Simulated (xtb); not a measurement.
ClF₂HSSi, SMILES F[Si](F)(S)Cl. All values are semi-empirical tight-binding results from xtb (GFN2-xTB unless named), good for trends rather than for accurate numbers. Coordinates come from a GFN2-xTB optimisation. One conformer was computed; it need not be the lowest.

Optimised geometry:

Bonds (Å): F1–Si2 1.589, Si2–F3 1.597, Si2–S4 2.119, Si2–Cl5 1.981, S4–H6 1.329. Angles (°): F1–Si2–F3 101.3, F1–Si2–S4 106.5, F1–Si2–Cl5 111.5, F3–Si2–S4 110.7, F3–Si2–Cl5 109.0, S4–Si2–Cl5 116.8, Si2–S4–H6 96.5.

```yaml
orbital_gap: 5.19 eV
zero_point_energy: 10.0 kcal/mol
G − E(el) at 298.15 K (modified RRHO): -10.4 kcal/mol
static polarisability (D4 model): 72.7 bohr³
solvation energy, GFN2-xTB/ALPB(water): -0.8 kcal/mol
solvation energy, GFN2-xTB/ALPB(ether): -3.8 kcal/mol
```

Computed atomic charges and the Wiberg bond orders between heavy atoms:
charges (e) F1 -0.22, Si2 0.65, F3 -0.22, S4 -0.25, Cl5 -0.14, H6 0.18. Bond orders F1–Si2 1.12, Si2–F3 1.10, Si2–S4 1.04, Si2–Cl5 1.16.
